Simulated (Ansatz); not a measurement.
```xyz
20

C    -1.122   -0.904   -1.698
O    -0.087   -0.501   -0.842
Ga   -0.129    0.007    1.019
C    -1.375    1.498    1.302
C     0.366   -1.506    2.162
O     1.542    0.732    0.166
Si    1.383    0.508   -1.574
H    -1.821   -0.085   -1.900
H    -1.669   -1.742   -1.259
H    -0.697   -1.237   -2.651
H    -1.145    2.040    2.222
H    -2.403    1.137    1.385
H    -1.326    2.198    0.467
H     0.742   -1.168    3.130
H     1.140   -2.103    1.677
H    -0.495   -2.151    2.352
H     2.247    1.320    0.437
H     2.640    1.339   -1.786
H     1.802   -0.734   -2.285
H     0.406    1.350   -2.325
```

Total charge 0; spin multiplicity 1. The bonds changed during the relaxation, so this is another structure than the one it started from.

List the PBE/def2-TZVPP orbital energies in eV (Ansatz). (An estimate is asked.)

The calculation gave: Occupied: -10093.03, -1779.84, -1232.88, -1092.59, -1092.52, -1092.48, -511.18, -510.42, -270.14, -268.37, -268.36, -142.75, -137.37, -97.33, -97.19, -97.04, -94.17, -94.08, -94.08, -25.99, -25.11, -19.45, -19.39, -19.34, -19.30, -19.23, -16.98, -16.58, -16.47, -14.23, -12.99, -11.31, -11.13, -10.91, -9.98, -9.61, -9.56, -9.52, -9.41, -9.10, -8.76, -7.60, -7.53, -6.88, -6.17, -6.12. Lowest empty: -0.67, -0.23, 0.48, 0.77, 0.87, 1.18, 1.49, 1.73.
